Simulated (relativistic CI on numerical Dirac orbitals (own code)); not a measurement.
**Cr6+ in a cubic cluster: L2,3 absorption with charge transfer**

Computed with a charge-transfer multiplet model of a cubic metal-ligand cluster with up to 2 ligand holes, Slater and spin-orbit integrals from Dirac-Coulomb-Breit ions, Slater integrals scaled by 0.8. The ground state mixes d0 with configurations of k ligand holes L, whose averages lie at kΔ + k(k − 1)U_dd/2; a core hole lowers each added d electron by U_cd. 300 K, Lorentzian 0.4 eV and Gaussian 0.3 eV FWHM.

Atomic integrals in eV (Slater integrals scaled, ζ unscaled), ground: F2dd 9.377, F4dd 5.906, zeta_d 0.039; with the core hole: F2dd 9.377, F4dd 5.906, zeta_d 0.067, zeta_core 5.615, F2cd 6.891, G1cd 5.439, G3cd 3.098. Where a configuration has fewer than two d electrons, the dd integrals are those of d2.

Cluster parameters (eV): U_dd = 5.5, U_cd = 6.5, 10Dq = 0.25, 10Dq(ligand) = 0.2, V(eg) = 2.55, V(t2g) = -1.37, final-state hopping factor = 0.8.

```csv
Case,n_d,d0,d1L,d2L2,S
Δ = -0.2 eV,0.93,0.26,0.56,0.19,0.00
Δ = 1.8 eV,0.76,0.36,0.51,0.13,0.00
Δ = 2.8 eV,0.68,0.42,0.48,0.10,0.00
```

Weights, n_d and S are thermal averages at 300 K. Photon energies count from the first peak over 30 % of the highest in each spectrum, which can be another peak from case to case. The parameters are a model scan and need not match a compound or its usual spin state. Peaks in eV (height, largest 100):
- Δ = -0.2 eV: 0.0 (49), 0.6 (40), 1.6 (24), 2.7 (25), 3.8 (6), 4.8 (6), 6.9 (13), 8.4 (100), 10.5 (29)
- Δ = 1.8 eV: 0.0 (49), 1.9 (10), 2.9 (10), 6.4 (6), 8.3 (100), 10.6 (12)
- Δ = 2.8 eV: 0.0 (51), 1.0 (11), 2.2 (7), 3.1 (6), 6.3 (6), 8.3 (100), 10.8 (8)

A d0 ion has no d-d gap: its lowest excitations are ligand-to-metal charge transfer. With the core hole the configuration with one ligand hole lies at Δ + U_dd − U_cd = -1.2, 0.8, 1.8 eV from the one without, in the order of the table; where this is negative the screened configuration lies lower, though the effective hopping of about 4.6 eV (from the holes of the mixed ground state) mixes the two strongly wherever it is as large as the gap.

With at most 2 ligand holes the space is cut while the next configuration still counts, so covalency is underestimated, and a final configuration with one more ligand hole, which can lie low, is missing from the spectra.
